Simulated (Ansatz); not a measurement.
Stretching the Be1–H2 bond and 1 like it together in BeH2 (SMILES [BeH2]) (multiplicity 1 held, fragments rigid). Energies count from the point at 1.330 Å.
Geometry at that point (charge 0, multiplicity 1):
| atom | x (Å) | y (Å) | z (Å) |
|---|---|---|---|
| Be | 0.0000 | 0.0000 | 0.0000 |
| H | 0.0000 | 0.0000 | -1.3301 |
| H | 0.0000 | 0.0000 | 1.3301 |

R- and RO- levels are restricted; in cc, def2 and unpolarised 6-31G sets they are followed outwards from rest. U- levels take the lowest unrestricted solution at each point, which mixes spins at long bonds. Active spaces are followed from a long bond inwards. Full CI gives the lowest state of the spin. Curves can end on different states.

Frozen-core correlation.

Programs: Ansatz (Gaussian basis) for Hartree–Fock, density functionals and correlated methods. Values without a source in brackets are computed.

Energies in kcal/mol.

| R (Å) | U-MP2/cc-pVDZ | R-SCS-MP2/cc-pVDZ | R-CCSD(T)/cc-pVDZ | R-CCSDT(Q)/cc-pVDZ | FIC-MRCISD on CASSCF(4,4)/cc-pVDZ | FCI/cc-pVDZ |
|---|---|---|---|---|---|---|
| 1.064 | 41.0 | 40.8 | 40.8 | 40.8 | 40.8 | 40.8 |
| 1.197 | 8.7 | 8.7 | 8.8 | 8.8 | 8.8 | 8.8 |
| 1.330 | 0.0 | 0.0 | 0.0 | 0.0 | 0.0 | 0.0 |
| 1.463 | 4.8 | 4.8 | 4.6 | 4.5 | 4.5 | 4.5 |
| 1.596 | 17.5 | 17.5 | 16.6 | 16.6 | 16.6 | 16.6 |
| 1.796 | 43.9 | 43.7 | 41.5 | 41.3 | 41.3 | 41.3 |
| 1.995 | 75.6 | 73.0 | 68.5 | 68.2 | 68.2 | 68.2 |
| 2.328 | 122.9 | 119.5 | 107.8 | 107.0 | 107.2 | 107.0 |
| 2.660 | 137.5 | 156.8 | 130.1 | 130.2 | 131.0 | 130.1 |
| 3.059 | 141.6 | 184.5 | 129.6 | 141.5 | 138.0 | 137.7 |
| 3.591 | 141.6 | 180.7 | 124.4 | 141.1 | 138.3 | 138.2 |
| 4.256 | 141.1 | 86.2 | 128.8 | 138.2 | 138.1 | 138.1 |

Doubts at one or more of the structures used: a spin-contaminated determinant (U-MP2/cc-pVDZ); a restricted determinant that unrestricted orbitals would lower (R-SCS-MP2/cc-pVDZ, R-CCSD(T)/cc-pVDZ, R-CCSDT(Q)/cc-pVDZ); other coupled-cluster roots lie near (R-CCSD(T)/cc-pVDZ, R-CCSDT(Q)/cc-pVDZ); T1 above 0.05 (R-CCSD(T)/cc-pVDZ, R-CCSDT(Q)/cc-pVDZ).

Ansatz is an electronic-structure program.
